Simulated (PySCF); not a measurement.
Stationary points of IBr3

Computed with PBE0 in PySCF with I def2-SVP with ECP28, Br def2-SVP; scalar-relativistic core potentials, no spin–orbit coupling; density-fitted integrals.

Relaxations began from a few typed shapes. The search is not exhaustive: other isomers or separated fragments can lie lower, and high-lying points may rest on an excited occupation.

(1) Order these stationary points by electronic energy, lowest first, in kJ/mol from the lowest minimum.
A. singlet C2v: I–Br 2.516 Å, I–Br 2.641 Å (×2); Br–I–Br 93.7° (×2), Br–I–Br 172.5°
B. singlet D3h: I–Br 2.623 Å (×3); Br–I–Br 120.0° (×3)

(2) Which of them are minima?

Answers

(1) A (0.0), B (3.9).

(2) By energy in kJ/mol, 0.0: minimum; 3.9: not settled, its softest mode being under 30 cm⁻¹.

Counting electrons, iodine keeps 4 of its valence electrons outside its bonds, so the VSEPR class is AX3E2 and the expected shape is T-shaped (C2v), as computed.
